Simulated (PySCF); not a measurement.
# Yb⁴⁰⁺: ionisation energy

Yb⁴⁰⁺ [Ar] 3d10 4s2 → Yb⁴¹⁺ [Ar] 3d10 4s1 [4s1/2^1, M_J = 1/2], as a difference of total energies. Computed with PySCF 2.14 in an even-tempered Gaussian basis (16 s from 4.8 bohr⁻², ratio 2.8; 13 p from 6.2 bohr⁻², ratio 2.8; 8 d from 11 bohr⁻², ratio 2.8; 4 f from 26 bohr⁻², ratio 3), with the two-component X2C-1e Hamiltonian. Correlated levels: [Ne] frozen; the 72 highest virtual spinors dropped. "Screened" scales the spin-orbit matrix elements by Boettger's factors to mimic the two-electron term; Breit and QED terms are absent.

```json
{"method": "GHF (spin-free)", "ionisation energy (eV)": "1964.2"}
{"method": "GMP2 (spin-free)", "ionisation energy (eV)": "1966.9"}
{"method": "GHF (screened spin-orbit)", "ionisation energy (eV)": "1963.9"}
{"method": "GMP2 (screened spin-orbit)", "ionisation energy (eV)": "1966.7"}
```

Q: How much does correlation contribute at GMP2 (screened spin-orbit)?

A: 1966.7 − (1963.9) = 2.8 eV, measured against GHF (screened spin-orbit).

Breit and QED terms and the two-electron picture change are absent.

For comparison: 1978 ± 4 eV (theoretical estimate listed by NIST; NIST Atomic Spectra Database, ionization energies).
